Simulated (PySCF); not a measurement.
CH8FN3Si, SMILES N[Si](N)(N)CF. The structure is a stationary point at PBE-D3(BJ)/def2-SVP. The structure was generated by enumeration, and PubChem lists no compound with its InChIKey, so it may never have been made. Other conformers were not sampled.

Problem. Give the equilibrium geometry at PBE-D3(BJ)/def2-SVP (PySCF confirms it by a frequency run) as a Z-matrix. (Estimate from the structure and the level; the computed values follow.)

Solution. One answer among several that fit: 
```
Si
N 1 1.7396
H 2 1.0221 1 121.25
H 2 1.0243 3 111.30 1 -140.32
N 1 1.7429 2 119.77 3 82.50
H 5 1.0233 1 118.19 2 56.26
H 5 1.0239 6 109.64 1 137.55
N 1 1.7432 2 109.81 3 -36.32
H 8 1.0221 1 118.01 2 -42.79
H 8 1.0231 9 110.67 1 142.95
C 1 1.9141 2 101.45 3 -162.71
F 11 1.4084 1 109.68 2 40.98
H 11 1.1138 12 108.74 4 -152.70
H 11 1.1156 13 106.76 12 116.60
```
Charge 0, spin multiplicity 1.
